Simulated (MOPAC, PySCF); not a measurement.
[Ti(NH2)4], neutral singlet in the gas phase. 

Z-matrix (Å, degrees):
```
Ti
N 1 1.8990
H 2 1.0258 1 127.91
H 2 1.0279 3 109.37 1 -172.35
N 1 1.8990 2 109.74 3 -11.91
H 5 1.0259 1 127.83 2 -106.81
H 5 1.0278 6 109.36 1 171.95
N 1 1.8994 2 109.99 3 107.57
H 8 1.0259 1 127.91 2 12.48
H 8 1.0278 9 109.34 1 172.41
N 1 1.8995 2 108.65 3 -132.02
H 11 1.0259 1 127.82 2 -133.43
H 11 1.0278 12 109.33 1 -171.90
```
Charge 0, multiplicity 1.

All levels are single points at this geometry (BP86-D3(BJ)/def2-SVP); Pople sets use spherical d functions. Orbital energies aren't observables, and empty levels follow the basis.

TPSSh-D3(BJ)/def2-TZVP in PySCF gives gap (eV) = 4.78.

**Question.** Estimate the gap (eV) from each of these levels: B3LYP/3-21G in PySCF; B3LYP/LANL2DZ in PySCF; PBE/6-31G* (LANL2DZ on Ti) in PySCF; HF/3-21G in PySCF; PM6 in MOPAC.

**Answer.** 
```tsv
level	gap (eV)
B3LYP/3-21G in PySCF	5.69
B3LYP/LANL2DZ in PySCF	5.53
PBE/6-31G* (LANL2DZ on Ti) in PySCF	3.64
HF/3-21G in PySCF	11.89
PM6 in MOPAC	9.27
```
